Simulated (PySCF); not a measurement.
# Vanadium: a sound run and one with changed settings

Sound run: V [Ar] 3d3 4s2, V⁺ [Ar] 3d4. Calculation: PySCF 2.14, in jorge-DZP-DKH; scalar relativity by spin-free X2C-1e. The sound run starts from symmetry-adapted Hartree-Fock orbitals and uses a fine grid where one is needed.

Changed run: radial step 0.5 in ln r (0.13 in the sound run). This setting is unsound on purpose.

```tsv
species	method	sound run (hartree)	changed run (hartree)	converged
V	UHF	-948.10932	-948.10932	yes
V	M06-L	-949.08233	-949.06685	yes
V	LDA	-946.93916	-946.95352	yes
V⁺	UHF	-947.88001	-947.88001	yes
V⁺	M06-L	-948.84419	-948.83937	yes
V⁺	LDA	-946.69528	-946.70503	yes
```

Ionisation energy of V:

```csv
method,sound run (eV),changed run (eV)
UHF,6.240,6.240
M06-L,n/a,6.190
LDA,6.636,6.762
```

A coarse radial grid mis-integrates the density and the exchange-correlation energy, with errors of either sign; Hartree-Fock needs no grid.

For comparison, NIST gives 6.746 eV between the lowest levels.
